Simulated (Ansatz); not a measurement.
An input meant for [Ga(OMe)H3]- (CH₆GaO⁻) (charge -1, singlet; atoms displaced at random, 0.03 Å in each coordinate).

```yaml
crystal:
  periodic: [false, false, false]
  atoms:
    - {symbol: Ga, position_ang: [-0.223801, 0.545818, -1.263507]}
    - {symbol: O, position_ang: [0.895107, 0.066765, 0.145030]}
    - {symbol: C, position_ang: [0.317771, -0.472785, 1.234646]}
    - {symbol: H, position_ang: [-0.262674, -1.440683, 0.970839]}
    - {symbol: H, position_ang: [-0.321679, 0.186516, 1.780370]}
    - {symbol: H, position_ang: [1.138697, -0.752296, 1.938671]}
    - {symbol: H, position_ang: [0.657148, 1.054375, -2.439992]}
    - {symbol: H, position_ang: [-1.225738, 1.631941, -0.581565]}
    - {symbol: H, position_ang: [-1.064111, -0.782826, -1.660523]}
basis:
  gaussian: {orbitals: cc-pVTZ, final_grid: {core_spheres: 1, valence_spheres: 1, degree: 5}}
total_charge: -1
hamiltonian: {xc: {name: wB97M-V}}
scf: {lower_state_search: light}
output: {forces: true}
```

```sh
$ ansatz run in.yaml --threads 4 --pin off --events-out ev --progress --plain --max-ram 3916MiB
```

Shortened log:

```
Functional definition: wB97M-V
1071 factors; their error is unknown
273 factors; integrals over basis functions are off by at most 7.7e-6 eV
mean field evaluation 1: about -55557.3677 eV, gradient 2.3e1 eV
mean field evaluation 2: about -55557.9852 eV, gradient 1.7e1 eV
mean field evaluation 4: about -55558.3157 eV, gradient 1.4e0 eV
mean field evaluation 8: about -55548.2048 eV, gradient 3.0e1 eV
mean field evaluation 16: about -55550.0619 eV, gradient 1.5e0 eV
mean field evaluation 32: about -55550.0640 eV, gradient 2.5e-3 eV
mean field -55550.06402461 eV, -2041.4271997185 hartree, gradient 4.0e-5 eV, S^2 0.000000; 0 other end points of the search recorded, 0 dependent functions left out
reference -55550.06422798 eV, -2041.4272071922 hartree; 26, 26 occupied and 161, 161 virtual orbitals, 1071 factors
Total energy: -55550.06422798 eV, -2041.4272071922 hartree
Atom 0 at    -0.223801     0.545818    -1.263507 Å, force    -0.945519    -0.199986    -1.078709 eV/Å
Atom 1 at     0.895107     0.066765     0.145030 Å, force    -1.845602    -1.911345     4.010818 eV/Å
Atom 2 at     0.317771    -0.472785     1.234646 Å, force     1.358209    -0.174879     0.064559 eV/Å
Atom 3 at    -0.262674    -1.440683     0.970839 Å, force     2.135298     3.817549     0.899264 eV/Å
Atom 4 at    -0.321679     0.186516     1.780370 Å, force     2.249387    -2.306672    -2.165018 eV/Å
Atom 5 at     1.138697    -0.752296     1.938671 Å, force    -3.468764     0.430551    -2.277299 eV/Å
Atom 6 at     0.657148     1.054375    -2.439992 Å, force    -0.231134     0.239947     0.256123 eV/Å
Atom 7 at    -1.225738     1.631941    -0.581565 Å, force     0.307803    -0.193752    -0.198769 eV/Å
Atom 8 at    -1.064111    -0.782826    -1.660523 Å, force     0.440321     0.298586     0.489031 eV/Å
Dipole moment:     0.096795    -0.135887     0.371280 e Å
```

In this input the integration grid is far too coarse. The run converged. The result belongs to that input, not to the species as meant.

The highest occupied level of an anion often lies above zero with these methods, and sets without diffuse functions describe the outer electron poorly.
